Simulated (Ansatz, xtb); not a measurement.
# Two structures of Al2Br2Cl2H2

Structure X is a singlet given by its coordinates and structure Y is a singlet given by its coordinates. Both are isolated molecules in the gas phase, relaxed with PBE0-D4/def2-SVP.

X (Å):

```yaml
atoms:
  - { symbol: Al, position_ang: [0.2782, -1.1322, 0.5955] }
  - { symbol: Al, position_ang: [1.1340, 1.5789, -1.1178] }
  - { symbol: Br, position_ang: [-1.8919, -1.7312, 0.5743] }
  - { symbol: Br, position_ang: [0.4276, 1.2414, 1.2052] }
  - { symbol: Cl, position_ang: [0.9189, -0.6681, -1.5697] }
  - { symbol: Cl, position_ang: [3.1819, 2.0397, -1.1216] }
  - { symbol: H, position_ang: [1.4023, -1.9459, 1.3222] }
  - { symbol: H, position_ang: [0.0590, 2.4001, -1.9057] }
```

Close contacts (Å): Al1–Br3 2.25, Al1–Br4 2.46, Al1–Cl5 2.31, Al2–Br4 2.45, Al2–Cl5 2.30, Al2–Cl6 2.10, Al1–H7 1.57, Al2–H8 1.57.

Y (Å):

```xyz
8

Al   -0.7997    1.5035    0.5011
Al   -0.3733   -1.5145   -0.7903
Br   -2.4222    1.9212    1.9874
Br    0.5359   -0.3799    1.2248
Cl   -1.6539    0.3749   -1.2772
Cl    0.4563    3.0232   -0.1973
H     0.7845   -1.5920   -1.8544
H    -1.3564   -2.6413   -0.2977
```

Close contacts (Å): Al1–Br3 2.24, Al1–Br4 2.42, Al1–Cl5 2.27, Al1–Cl6 2.09, Al2–Br4 2.48, Al2–Cl5 2.33, Al2–H7 1.57, Al2–H8 1.57.

Quicker runs give these differences E(Y) − E(X): GFN2-xTB +30.69 kJ/mol; HF/STO-3G +17.93 kJ/mol (at GFN2-xTB geometries); r2SCAN-D4/def2-SVP +3.62 kJ/mol (at GFN2-xTB geometries).

Task: Estimate E(Y) − E(X) at the level CCSD(T)/def2-SVP + ΔMP2/def2-TZVPP.

Result: Calculated at CCSD(T)/def2-SVP + ΔMP2/def2-TZVPP: E(Y) − E(X) = +5.11 kJ/mol, so structure X lies lower.

Level by level:

```tsv
level	geometry	E(Y) − E(X) (kJ/mol)	departure from the last row (kJ/mol)	job, with rough time for the two
GFN2-xTB	GFN2-xTB	+30.69	+25.59	optimisation, 1 s
HF/STO-3G	GFN2-xTB	+17.93	+12.82	single point, 1.4 s
r2SCAN-D4/def2-SVP	GFN2-xTB	+3.62	−1.49	single point, 9.9 s
PBE0-D4/def2-SVP	PBE0-D4/def2-SVP	+4.99	−0.12	optimisation, 91 s
HF/def2-SVP	PBE0-D4/def2-SVP	+6.17	+1.06	part of the CCSD(T) run
MP2/def2-SVP	PBE0-D4/def2-SVP	+3.92	−1.19	part of the CCSD(T) run
CCSD(T)/def2-SVP	PBE0-D4/def2-SVP	+4.49	−0.61	single point
CCSD(T)/def2-SVP + ΔMP2/def2-TZVPP	PBE0-D4/def2-SVP	+5.11		single point, 1.8 min
```

None of the levels shown reverses the order. The largest departure from CCSD(T)/def2-SVP + ΔMP2/def2-TZVPP is that of GFN2-xTB, 25.59 kJ/mol. The last row adds to CCSD(T) the change of the MP2 difference between the two basis sets, here +0.61 kJ/mol.

With thermal terms from frequencies at re-optimised GFN2-xTB minima (ideal gas, soft modes damped towards free rotors, one conformer each, 298.15 K, 1 atm): the zero-point term adds −2.33 kJ/mol; ΔH is +3.32 and ΔG +2.73 kJ/mol.

The correlated steps freeze 38 core orbitals; the filled d shell of Br is correlated, in a basis made for valence electrons. Programs: Ansatz 0.2.0, xtb 6.7.1; the last row on 2 threads of Arm Neoverse V2 on a shared host.
